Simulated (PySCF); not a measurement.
Working out the ionisation energy of C²⁺

C²⁺ [He] 2s2 (1S) → C³⁺ [He] 2s1 (2S). Computed with PySCF 2.14 in x2c-QZVPPall, with the spin-free X2C one-electron Hamiltonian (Gaussian nucleus). Frozen: nothing. Energies in hartree (1 hartree = 27.21139 eV):

```csv
part,C²⁺ (lower),C³⁺ (upper)
UHF,-36.423673,-34.740630
MP2 opposite-spin,-0.062967,-0.017303
MP2 same-spin,-0.000810,-0.000413
```

**Question.** What does Hartree-Fock give?

**Answer.** (-34.740630) − (-36.423673) = 1.683043 hartree = 45.798 eV.

**Question.** What do MP2 and SCS-MP2 (6/5 opposite-spin, 1/3 same-spin) give?

**Answer.** The opposite-spin parts differ by 1.243 eV and the same-spin parts by 0.011 eV. MP2: 45.798 + (1.243) + (0.011) = 47.052 eV. SCS-MP2: 45.798 + 1.2 × (1.243) + (0.011)/3 = 47.293 eV.

Measured between the centres of the two terms (NIST): 47.888 eV, so MP2 (valence and next inner shell) is off by -0.836 eV.

What remains against the reference includes basis incompleteness and correlation beyond second order.
